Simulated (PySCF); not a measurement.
CH3N2S, doublet, geometry from GFN2-xTB; CASCI(3,5)+NEVPT2/6-31G* run with PySCF.

Here is a job for PySCF.
```python
from pyscf import gto, scf, mcscf, mrpt
import numpy

mol = gto.M(
    atom='''
N     0.926540   -0.935804    0.872501
C    -0.029205   -0.357232    0.268196
N    -1.297675   -0.776740    0.374054
S     0.278330    1.035925   -0.744927
H     1.857206   -0.566127    0.747514
H    -1.502357   -1.574730    0.949530
H    -2.034963   -0.302743   -0.113281
''',
    basis='6-31g*',
    charge=0,
    spin=1,
    verbose=4,
)

mf = scf.ROHF(mol)
mf.kernel()
mc = mcscf.CASCI(mf, 5, 3)
mc.fix_spin_(ss=0.75)
mc.kernel()
occ = numpy.linalg.eigvalsh(mc.fcisolver.make_rdm1(mc.ci, mc.ncas, mc.nelecas))[::-1]
ss = mc.fcisolver.spin_square(mc.ci, mc.ncas, mc.nelecas)[0]
print('natural occupations', occ.round(4), ' <S^2>', round(ss, 4))
e2 = mrpt.NEVPT(mc).kernel()
print('E(NEVPT2) = %.10f' % (mc.e_tot + e2))
```

It wrote (shortened):

```
PySCF version 2.14.0

[INPUT] verbose = 4
[INPUT] num. atoms = 7
[INPUT] num. electrons = 39
[INPUT] charge = 0
[INPUT] spin (= nelec alpha-beta = 2S) = 1
[INPUT] symmetry False subgroup None
[INPUT] Mole.unit = angstrom
[INPUT] Symbol           X                Y                Z      unit          X                Y                Z       unit  Magmom
[...]
nuclear repulsion = 148.11190909384
number of shells = 32
number of NR pGTOs = 144
number of NR cGTOs = 66
basis = 6-31g*
ecp = {}

******** <class 'pyscf.scf.rohf.ROHF'> ********
method = ROHF
initial guess = minao
damping factor = 0
level_shift factor = 0
DIIS = <class 'pyscf.scf.diis.CDIIS'>
diis_start_cycle = 1
diis_space = 8
diis_damp = 0
SCF conv_tol = 1e-09
SCF conv_tol_grad = None
SCF max_cycles = 50
direct_scf = True
direct_scf_tol = 1e-13
num. doubly occ = 19  num. singly occ = 1
Set gradient conv threshold to 3.16228e-05
init E= -546.677654388547
[...]
cycle= 1 E= -545.767684115287  delta_E= 0.91  |g|= 0.646  |ddm|=  1.9
[...]
cycle= 2 E= -545.749652235022  delta_E= 0.018  |g|= 0.846  |ddm|= 1.44
[...]
cycle= 3 E= -545.949963010458  delta_E= -0.2  |g|= 0.256  |ddm|= 0.605
[...]
cycle= 4 E= -545.973474635614  delta_E= -0.0235  |g|= 0.066  |ddm|= 0.283
[...]
cycle= 5 E= -545.975056002363  delta_E= -0.00158  |g|= 0.0186  |ddm|= 0.0795
[...]
cycle= 6 E= -545.975189721311  delta_E= -0.000134  |g|= 0.00563  |ddm|= 0.0216
[...]
cycle= 7 E= -545.975217923865  delta_E= -2.82e-05  |g|= 0.00327  |ddm|= 0.0117
[...]
cycle= 8 E= -545.975224759199  delta_E= -6.84e-06  |g|= 0.00135  |ddm|= 0.00663
[...]
cycle= 9 E= -545.975226201615  delta_E= -1.44e-06  |g|= 0.000415  |ddm|= 0.00278
[...]
cycle= 10 E= -545.975226402977  delta_E= -2.01e-07  |g|= 0.00011  |ddm|= 0.00136
[...]
cycle= 11 E= -545.975226414545  delta_E= -1.16e-08  |g|= 2.77e-05  |ddm|= 0.000288
[...]
cycle= 12 E= -545.975226415805  delta_E= -1.26e-09  |g|= 8.15e-06  |ddm|= 8.33e-05
[...]
cycle= 13 E= -545.975226415958  delta_E= -1.53e-10  |g|= 3.31e-06  |ddm|= 2.86e-05
[...]
Extra cycle  E= -545.97522641598  delta_E= -2.13e-11  |g|= 1.9e-06  |ddm|= 7.68e-06
converged SCF energy = -545.97522641598

******** <class 'pyscf.mcscf.casci.CASCI'> ********
CAS (2e+1e, 5o), ncore = 18, nvir = 43
natorb = False
canonicalization = True
sorting_mo_energy = False
******** <class 'pyscf.fci.addons.SpinPenaltyFCISolver'> ********
max. cycles = 200
conv_tol = 1e-08
davidson only = True
linear dependence = 1e-12
level shift = 0.001
max iter space = 12
nroots = 1
pspace_size = 400
spin = None
Density matrix diagonal elements [1.97842466e+00 9.99990300e-01 1.11673392e-04 2.14381640e-02
 3.51975487e-05]
CASCI converged
CASCI E = -545.982320729704  E(CI) = -2.06730494831254  S^2 = 0.7500000
natural occupations [1.9785e+00 1.0000e+00 2.1300e-02 1.0000e-04 0.0000e+00]  <S^2> 0.75

******** <class 'pyscf.mrpt.nevpt2.NEVPT'> ********
NEVPT2 (2e+1e, 5o), ncore = 18, nvir = 43
root = 0
Natural occ [1.97853746e+00 9.99990429e-01 2.13253678e-02 1.27550494e-04
 1.91919310e-05]
Natural orbital (expansion on meta-Lowdin AOs) in CAS space
               #1        #2        #3        #4        #5
0 N 1s          -0.00000   0.00031  -0.00000   0.00014   0.00008
0 N 2s          -0.00000   0.00602  -0.00000   0.11558   0.09837
0 N 3s          -0.00000   0.00962  -0.00000   0.04830   0.01587
0 N 2px         -0.09295  -0.01056   0.07015   0.08557   0.06144
0 N 2py          0.41951  -0.14014  -0.31662  -0.02654   0.00009
0 N 2pz          0.54865   0.10536  -0.41409   0.03479   0.01034
0 N 3px         -0.00983  -0.00229   0.02307   0.03514   0.04853
0 N 3py          0.04436  -0.01627  -0.10413  -0.02857   0.02108
0 N 3pz          0.05802   0.01205  -0.13619   0.02780  -0.00790
0 N 3dxy        -0.01020   0.00149  -0.01880   0.00061  -0.00046
0 N 3dyz         0.00676   0.00438  -0.00136  -0.00125  -0.00027
0 N 3dz^2       -0.02797   0.00145  -0.01240  -0.00008  -0.00175
0 N 3dxz        -0.00637  -0.00235  -0.02247  -0.00042   0.00149
[...]
1 C 1s          -0.00000   0.00008  -0.00000  -0.00013   0.00005
1 C 2s          -0.00000   0.00242  -0.00000   0.30098  -0.06584
1 C 3s          -0.00000   0.00505  -0.00000   0.07403  -0.01181
1 C 2px         -0.03025   0.01789  -0.09522   0.02018   0.07594
1 C 2py          0.13652   0.01132   0.42976   0.29929   0.02903
1 C 2pz          0.17855  -0.00562   0.56206  -0.22542  -0.00933
1 C 3px         -0.00204   0.01000  -0.02234   0.00526  -0.00560
1 C 3py          0.00922  -0.01058   0.10081   0.04687  -0.00053
1 C 3pz          0.01206   0.00978   0.13184  -0.03495  -0.00055
1 C 3dxy         0.02812   0.01382  -0.01126  -0.00556   0.00408
1 C 3dyz        -0.00181  -0.00039   0.01136  -0.01601  -0.00043
1 C 3dz^2        0.02943  -0.00175  -0.04194   0.00164  -0.00392
1 C 3dxz         0.03062  -0.01065  -0.00400   0.00435  -0.00101
1 C 3dx2-y2      0.00564  -0.00204  -0.02147  -0.00956   0.00548
2 N 1s          -0.00000   0.00002  -0.00000  -0.00003   0.00004
2 N 2s          -0.00000   0.03918  -0.00000  -0.04507   0.41446
2 N 3s          -0.00000   0.00242  -0.00000  -0.01840   0.16466
2 N 2px          0.05201   0.01935   0.03746  -0.07919  -0.18912
2 N 2py         -0.23472   0.03161  -0.16907   0.07739  -0.04301
2 N 2pz         -0.30698  -0.02089  -0.22112  -0.07259   0.00084
2 N 3px          0.00844   0.00129   0.01441  -0.04601  -0.08744
2 N 3py         -0.03810  -0.00376  -0.06505   0.02386  -0.02744
2 N 3pz         -0.04983   0.00309  -0.08508  -0.02604   0.00617
2 N 3dxy         0.00183  -0.00273   0.02455   0.01003  -0.01055
2 N 3dyz        -0.00128   0.00332   0.01086   0.00896  -0.03617
2 N 3dz^2        0.00521  -0.00101  -0.00957  -0.00359  -0.00677
2 N 3dxz         0.00110   0.00282   0.03639  -0.00666   0.01464
2 N 3dx2-y2      0.00246   0.00463  -0.01754   0.00773  -0.00310
3 S 1s           0.00000  -0.00000  -0.00000  -0.00016   0.00001
3 S 2s           0.00000  -0.00006   0.00000   0.00108  -0.00023
3 S 3s           0.00000   0.00356  -0.00000  -0.21089   0.01937
3 S 4s           0.00000  -0.00896  -0.00000  -0.14161  -0.12696
3 S 2px         -0.00039  -0.00727  -0.00009  -0.00067  -0.00002
3 S 2py          0.00175   0.00094   0.00042  -0.00260  -0.00006
3 S 2pz          0.00229  -0.00195   0.00055   0.00187   0.00005
3 S 3px          0.07269   0.94159   0.02386   0.12209  -0.03600
3 S 3py         -0.32807  -0.11698  -0.10770   0.43921  -0.01455
3 S 3pz         -0.42907   0.24897  -0.14085  -0.31514   0.00503
3 S 4px          0.00239  -0.00752   0.01330   0.07447   0.02438
3 S 4py         -0.01079   0.00411  -0.06001   0.30685  -0.01523
3 S 4pz         -0.01412  -0.00441  -0.07849  -0.22200   0.01577
3 S 3dxy         0.00436  -0.00775  -0.00198   0.05973  -0.02002
3 S 3dyz        -0.00021  -0.00600  -0.03683  -0.14427   0.00090
3 S 3dz^2        0.00435   0.00402   0.10274   0.00060   0.01683
3 S 3dxz         0.00481   0.00433  -0.03085  -0.04546   0.00652
3 S 3dx2-y2      0.00074  -0.00777   0.06637  -0.10034  -0.02311
4 H 1s           0.00000  -0.01817   0.00000  -0.19875  -0.17700
4 H 2s          -0.00000   0.00475   0.00000  -0.11456  -0.10702
5 H 1s           0.00000  -0.03008   0.00000   0.22461  -0.44186
5 H 2s          -0.00000   0.00650  -0.00000   0.14359  -0.31758
6 H 1s           0.00000   0.00006  -0.00000  -0.14337  -0.48461
6 H 2s           0.00000  -0.00559  -0.00000  -0.08099  -0.36238
<CAS-nat-orb|mo-hf>  19     19       0.99997118
<CAS-nat-orb|mo-hf>  20     20       0.99999994
<CAS-nat-orb|mo-hf>  21     22       0.99997118
<CAS-nat-orb|mo-hf>  22     21       0.92319574
<CAS-nat-orb|mo-hf>  23     23       0.92319580
Sr    (-1)',   E = -0.00351092794125
Si    (+1)',   E = -0.00727254065914
Sijrs (0)  ,   E = -0.30848111641686
Sijr  (+1) ,   E = -0.08960821518096
Srsi  (-1) ,   E = -0.08233483225038
Srs   (-2) ,   E = -0.00748758247062
Sij   (+2) ,   E = -0.01271369240093
Sir   (0)' ,   E = -0.04447754049253
Nevpt2 Energy = -0.555886447812671
E(NEVPT2) = -546.5382071775
```
